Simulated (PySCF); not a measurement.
**Correlation energy of Si⁺ (silicon, charge +1)**

[Ne] 3s2 4s1, 2S determinant (an excited configuration). All numbers are calculated (PySCF 2.14, the non-relativistic Hamiltonian (point nucleus), in aug-cc-pwCVDZ). Frozen: 1s2; 11 electrons correlated.

```csv
level,correlation energy (mhartree)
CCSD,-193.08
(T),-2.74
CCSD(T),-195.82
```

Diagnostics: T1 = 0.0070, D1 = 0.0296, largest double amplitude 0.104.

The outer electron is Rydberg-like, and this basis confines it to a smaller radius and binds it less than a complete one would.

Cost of the coupled-cluster step: about 1.5 core-seconds, for 11 correlated electrons.

Iterations:

```
CC2 = 0
CCSD nocc = (np.int64(6), np.int64(5)), nmo = (35, 35)
frozen orbitals [[0], [0]]
max_cycle = 100
direct = 0
conv_tol = 1e-08
conv_tol_normt = 1e-06
diis_space = 8
diis_start_cycle = 0
Init t2, MP2 energy = -0.178251753897282
Init E_corr(UCCSD) = -0.178251753906319
cycle = 1  E_corr(UCCSD) = -0.187986810788464  dE = -0.00973505688  norm(t1,t2) = 0.0501694
cycle = 2  E_corr(UCCSD) = -0.191199495689783  dE = -0.0032126849  norm(t1,t2) = 0.0200269
cycle = 3  E_corr(UCCSD) = -0.192856963588353  dE = -0.0016574679  norm(t1,t2) = 0.0102812
cycle = 4  E_corr(UCCSD) = -0.192975439017135  dE = -0.000118475429  norm(t1,t2) = 0.00538717
cycle = 5  E_corr(UCCSD) = -0.19302546533237  dE = -5.00263152e-05  norm(t1,t2) = 0.00335134
cycle = 6  E_corr(UCCSD) = -0.193100521616806  dE = -7.50562844e-05  norm(t1,t2) = 0.00127593
cycle = 7  E_corr(UCCSD) = -0.193076745001863  dE = 2.37766149e-05  norm(t1,t2) = 0.00032731
cycle = 8  E_corr(UCCSD) = -0.193080651744635  dE = -3.90674277e-06  norm(t1,t2) = 8.46693e-05
cycle = 9  E_corr(UCCSD) = -0.193080048473407  dE = 6.03271228e-07  norm(t1,t2) = 1.66104e-05
cycle = 10  E_corr(UCCSD) = -0.193080198192652  dE = -1.49719245e-07  norm(t1,t2) = 3.4009e-06
cycle = 11  E_corr(UCCSD) = -0.193080227618334  dE = -2.94256818e-08  norm(t1,t2) = 9.18336e-07
cycle = 12  E_corr(UCCSD) = -0.193080221645835  dE = 5.97249822e-09  norm(t1,t2) = 3.23557e-07
UCCSD converged
E(UCCSD) = -288.4694339088767  E_corr = -0.1930802216458354
UCCSD(T) correction = -0.00274066185327091
```
